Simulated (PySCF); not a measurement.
C6H14B2.
SMILES with atom numbers: `[CH2:1]=[CH:2][BH:3][CH2:4][BH:5][CH:6]([CH3:7])[CH3:8]` (hydrogens: H9, H10 on C1; H11 on C2; H12 on B3; H13, H14 on C4; H15 on B5; H16 on C6; H17, H18, H19 on C7; H20, H21, H22 on C8)

A GFN2-xTB structure was refined with PBE0-D3(BJ)/def2-SVP geometry optimisation, gas phase in PySCF. Its GFN2-xTB values:

```tsv
coordinate	GFN2-xTB
C1=C2	1.333 Å
C1–H9	1.079 Å
C1–H10	1.080 Å
C2–B3	1.548 Å
C2–H11	1.086 Å
B3–C4	1.576 Å
B3–H12	1.173 Å
C4–B5	1.571 Å
C4–H13	1.090 Å
B5–C6	1.588 Å
B5–H15	1.173 Å
C6–C7	1.534 Å
C6–C8	1.539 Å
C6–H16	1.096 Å
C7–H17	1.088 Å
C1–C2–B3	124.0°
C2–B3–C4	120.0°
B3–C4–B5	106.1°
C4–B5–C6	121.0°
B5–C6–C7	113.0°
B5–C6–C8	107.8°
C7–C6–C8	109.2°
C1–C2–B3–C4	173°
C2–B3–C4–B5	87°
B3–C4–B5–C6	89°
C4–B5–C6–C7	135°
```

Problem. How do these coordinates change at the PBE0-D3(BJ)/def2-SVP level?

Solution. 
| coordinate | PBE0-D3(BJ)/def2-SVP (Å or °) | change |
| --- | --- | --- |
| B5–H15 | 1.218 | +0.045 |
| B3–H12 | 1.215 | +0.042 |
| C1–H9 | 1.096 | +0.017 |
| C1–H10 | 1.096 | +0.016 |
| B5–C6 | 1.572 | -0.016 |
| C7–H17 | 1.102 | +0.014 |
| C4–H13 | 1.103 | +0.013 |
| C2–H11 | 1.098 | +0.012 |
| C1=C2 | 1.345 | +0.012 |
| B3–C4 | 1.567 | -0.009 |
| C6–H16 | 1.105 | +0.009 |
| C6–C7 | 1.527 | -0.007 |
| C4–B5 | 1.565 | -0.006 |
| C6–C8 | 1.538 | -0.001 |
| C2–B3 | 1.549 | +0.001 |
| B3–C4–B5 | 103.1 | -3.0 |
| C2–B3–C4 | 122.8 | +2.8 |
| C1–C2–B3 | 121.3 | -2.7 |
| C4–B5–C6 | 123.6 | +2.6 |
| B5–C6–C8 | 105.3 | -2.5 |
| C7–C6–C8 | 111.0 | +1.8 |
| B5–C6–C7 | 113.1 | +0.1 |
| C1–C2–B3–C4 | -178 | +9 |
| C2–B3–C4–B5 | 81 | -6 |
| C4–B5–C6–C7 | 137 | +2 |
| B3–C4–B5–C6 | 87 | -2 |

The energy falls by 13.1 kJ/mol over 9 energy and gradient evaluations, the largest force component goes from 0.0241 to 3.5e-04 Eh/bohr, and the atoms move by 0.206 Å rms after alignment. The bond that changes most is B5–H15 (three-coordinate boron to B–H hydrogen), which lengthens by 0.045 Å. Bonds longer at the end by more than 0.005 Å: 15 of 21; shorter: 4. Rotational constants go from 4169, 826.1, 749.5 to 3807, 901.8, 799.4 MHz.

The run used 182 basis functions and 59 SCF cycles in all.

PBE0-D3(BJ)/def2-SVP frequencies: not computed here. The numbers are those of one conformer.

Conformer computed: `[CH2:1]=[CH:2][BH:3][CH2:4][BH:5][CH:6]([CH3:7])[CH3:8]`: C1–C2–B3–C4 -178°, C2–B3–C4–B5 81°, B3–C4–B5–C6 87°, C4–B5–C6–C7 137°.
